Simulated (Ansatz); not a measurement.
The same path of Cl2GaHO (5 atoms, charge 0, multiplicity 1) was run twice with different band settings. The coordinate that changes most is the dihedral H5–O1–Ga2–Cl3.

Level of theory: RKS PBE-D4/def2-SVP in Ansatz.

Relaxed end points:

```xyz
5
Properties=species:S:1:pos:R:3
O 0.267 1.374 0.255
Ga 0.117 -0.395 0.056
Cl 1.517 -1.649 1.071
Cl -1.428 -1.247 -1.172
H -0.424 1.843 -0.252
```

```xyz
5
Properties=species:S:1:pos:R:3
O -0.273 1.386 -0.159
Ga -0.090 -0.390 -0.103
Cl 1.472 -1.312 1.052
Cl -1.468 -1.581 -1.219
H 0.409 1.823 0.387
```

Common settings: movable images 7; climbing image yes; spring 5.0 eV/Å²; start path through a guess of the saddle point; force threshold 0.03 eV/Å; iteration limit 60; end points relaxed.

| run | optimiser | largest step |
| --- | --- | --- |
| 1 | quadratic models (default) | default |
| 2 | fire | 0.5 Å |

**Question.** What does each run give, and how far can it be trusted?

**Answer.** Run 1: converged after 11 iterations, highest image 0.165 eV above the first end. A vibrational analysis at the climbing image gives one clearly imaginary mode, 347i cm⁻¹: a first-order saddle point.
Run 2: converged after 53 iterations, highest image 0.165 eV above the first end. Another band between the same ends (7 images) ends at a top of the same energy, where a vibrational analysis finds 1 clearly imaginary mode.
